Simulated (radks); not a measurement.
Isoelectronic series with 47 electrons, each ion in its NIST ground configuration. Method: scalar-relativistic Kohn-Sham, r2SCAN, spin-polarised, spherical densities, finite nucleus; open shells are filled with parallel spins first (spin-orbit coupling, left out, can overturn this in heavy ions); meta-GGA in the generalised Kohn-Sham scheme; Fermi nuclear charge, rms radius of each element as measured or else 0.836 A^(1/3) + 0.57 fm; computed with a radial shooting solver on a logarithmic mesh with Libxc functionals. Total energies (hartree) and orbital eigenvalues (hartree) (* marks an orbital that is empty in some or all of the ions):

| ion | configuration | E (hartree) | 5s down* | 5s up | 4d down |
|---|---|---|---|---|---|
| Ag | [Kr] 4d10 5s1 | -5316.67557 | -0.12721 | -0.18230 | -0.27563 |
| Cd+ | [Kr] 4d10 5s1 | -5594.97848 | -0.43633 | -0.50402 | -0.76211 |
| In2+ | [Kr] 4d10 5s1 | -5881.42047 | -0.81731 | -0.89563 | -1.35597 |
| Sn3+ | [Kr] 4d10 5s1 | -6176.00490 | -1.25973 | -1.34780 | -2.04147 |
| Sb4+ | [Kr] 4d10 5s1 | -6478.75443 | -1.75838 | -1.85570 | -2.81039 |
| Te5+ | [Kr] 4d10 5s1 | -6789.69432 | -2.31017 | -2.41645 | -3.65776 |
| I6+ | [Kr] 4d10 5s1 | -7108.86546 | -2.91310 | -3.02813 | -4.58030 |
| Xe7+ | [Kr] 4d10 5s1 | -7436.29924 | -3.56579 | -3.68944 | -5.57571 |
| Cs8+ | [Kr] 4d10 5s1 | -7772.0415 | -4.26730 | -4.39946 | -6.64233 |
| Ba9+ | [Kr] 4d10 5s1 | -8116.1333 | -5.01692 | -5.15751 | -7.77888 |
| La10+ | [Kr] 4d10 5s1 | -8468.6258 | -5.81417 | -5.96311 | -8.98439 |
| Ce11+ | [Kr] 4d10 5s1 | -8829.5663 | -6.65869 | -6.81592 | -10.25810 |
